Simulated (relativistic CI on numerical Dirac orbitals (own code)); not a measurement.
**Transition arrays of Fe IV**

Computed by Dirac-Coulomb-Breit CI, KLI orbitals optimised for each configuration, model QED, valence Slater integrals scaled by 0.9, whole transition arrays (own radial code, finite nucleus).

CI space (outside the closed core [Ne] 3s2): 3p6.3d5, 3p6.3d4.4f, 3p5.3d6, 3p6.3d4.4p, 3p6.3d4.5f. Levels of other configurations are missing.

All E1 lines from the levels of 3p6.3d5; mean and standard deviation are weighted by gf, and upper levels are sorted by their leading configuration.

| Upper configuration | Lines | Σgf | Mean (eV) | Mean (nm) | σ (eV) | Strongest line (nm) |
| --- | --- | --- | --- | --- | --- | --- |
| 3p6.3d4.4f | 5481 | 99.2 | 37.62 | 32.956 | 2.37 | 33.568 |
| 3p5.3d6 | 3245 | 633.7 | 65.37 | 18.967 | 5.31 | 17.059 |
| 3p6.3d4.4p | 3245 | 98.9 | 21.40 | 57.938 | 1.86 | 56.090 |
| 3p6.3d4.5f | 5459 | 66.7 | 41.93 | 29.566 | 2.47 | 29.616 |

Σgf per state of the lower configuration in bins of 1 nm over the central range (centre: value): 17.5: 0.84, 18.5: 0.44, 19.5: 0.50, 20.5: 0.39, 21.5: 0.18, 22.5: 0.09, 23.5: 0.05, 26.5: 0.01, 27.5: 0.03, 28.5: 0.07, 29.5: 0.07, 30.5: 0.08, 31.5: 0.06, 32.5: 0.13, 33.5: 0.07, 34.5: 0.06, 35.5: 0.03, 36.5: 0.01, 37.5: 0.02, 51.5: 0.01, 52.5: 0.01, 54.5: 0.03, 55.5: 0.04, 56.5: 0.05, 57.5: 0.05, 58.5: 0.03, 59.5: 0.02, 60.5: 0.02.

Q: How do configuration mixing and the scaling of the Slater integrals move the arrays?

A: Slater scale 0.9, no configuration mixing: 3p6.3d4.4f 37.6 ± 2.3 eV (Σgf 117.8), 3p5.3d6 65.5 ± 5.2 eV (Σgf 594.1), 3p6.3d4.4p 21.4 ± 1.9 eV (Σgf 98.8), 3p6.3d4.5f 42.5 ± 2.3 eV (Σgf 73.2); Slater scale 1: 3p6.3d4.4f 37.5 ± 2.5 eV (Σgf 97.2), 3p5.3d6 66.2 ± 5.9 eV (Σgf 645.0), 3p6.3d4.4p 21.5 ± 2.1 eV (Σgf 99.0), 3p6.3d4.5f 42.0 ± 2.6 eV (Σgf 66.0); Slater scale 0.8: 3p6.3d4.4f 37.6 ± 2.1 eV (Σgf 102.3), 3p5.3d6 64.6 ± 4.7 eV (Σgf 622.4), 3p6.3d4.4p 21.3 ± 1.7 eV (Σgf 98.7), 3p6.3d4.5f 42.1 ± 2.1 eV (Σgf 66.2). With mixing, levels are counted to their leading configuration, so an array can shrink or vanish into another, and the sums then hold other lines.
